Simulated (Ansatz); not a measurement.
Program: Ansatz. Geometries: PBE0-D4/def2-TZVP. ΔE: electronic, gas phase. CCSD(T)/CBS adds triple-zeta CCSD(T) − MP2 to the extrapolated MP2 energy (def2 sets, frozen cores). DFT in def2-TZVPP. B3LYP here is the variant with VWN-RPA as its local correlation; programs differ in this. def2 core potentials past Kr. For Sn outer-core shells are correlated without core-valence functions, which leaves a few kJ/mol of doubt a bond. One conformer a species, not always the lowest.

Reaction (cleavage of the Si–Sn bond): `[CH3][SnH2][SiH2]O` + CH₃NH₂ → `CN[SiH2]O` + `[CH3][SnH3]`

**Question.** Is it downhill or uphill in electronic energy at CCSD(T)/CBS, and by how much? (Estimate.)

**Answer.** Ansatz gave: Downhill: ΔE = -0.51 eV.

**Question.** What do these levels give: r2SCAN-D4, PBE0-D4, B3LYP-D4, ωB97X-V, B2PLYP, PBE, r2SCAN, MP2/def2-TZVPP, SCS-MP2/def2-TZVPP, SCS-MP2/def2-QZVPP, MP2/CBS(def2), CCSD/CBS(def2)? (Estimate.)

**Answer.** The calculation gave: r2SCAN-D4 -0.52, PBE0-D4 -0.45, B3LYP-D4 -0.53, ωB97X-V -0.56, B2PLYP -0.57, PBE -0.40, r2SCAN -0.52, MP2/def2-TZVPP -0.59, SCS-MP2/def2-TZVPP -0.61, SCS-MP2/def2-QZVPP -0.58, MP2/CBS(def2) -0.53, CCSD/CBS(def2) -0.52 eV.

Largest T1 diagnostic among the species: 0.012.

In def2-TZVPP, CCSD(T) changes the Hartree–Fock value by +0.10 eV (the triples alone add +0.01 eV) and MP2 by +0.08 eV. From PBE to PBE0 (25 % exact exchange), in def2-TZVPP and without D4, ΔE moves by −0.05 eV.
